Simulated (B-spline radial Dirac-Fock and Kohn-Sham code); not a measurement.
Cl: computed levels beside tabulated edges

Model: ΔSCF Dirac-Fock with Breit, self-energy and vacuum polarisation, finite nucleus, configuration average. Program: a radial B-spline solver. No correlation.

The run's input, task.json:

```json
{"items": [{
  "Z": 17,
  "q": 0,
  "cfg": [[1, 0, 2], [2, 0, 2], [2, 1, 6], [3, 0, 2], [3, 1, 5]],
  "A": 35,
  "rrms": 3.3654,
  "do": ["binding"],
  "screen": [3, 1]
}]}
```

Launch: `python xray_run.py task.json out`

Two models are given for [Ne] 3s2 3p5. In the first the electron is removed to infinity. In the second it is placed in the 3p shell, so that the atom stays neutral; this mimics a hole screened by valence charge, or the onset of absorption below the ionisation limit. The tabulated edges (Elam, Ravel and Sieber, Radiat. Phys. Chem. 63, 121 (2002)) refer to the element in its standard state, here a gas, where tables give ionisation thresholds or, for molecules, levels shifted by bonding.

| level | ionised (eV) | screened (eV) | tabulated (eV) |
| --- | --- | --- | --- |
| K | 2831.2 | 2816.3 | 2822.0 |
| L1 | 280.7 | 266.1 | 270.0 |
| L2 | 210.1 | 195.5 | 202.0 |
| M1 | 27.96 | 15.55 | 18.00 |

Problem. Which of the two models lies closer to the table on average?

Solution. The screened model lies closer: the mean absolute deviations are 9.5 eV (ionised) and 4.6 eV (screened). Screening lowers the levels by 14.1 eV on average.
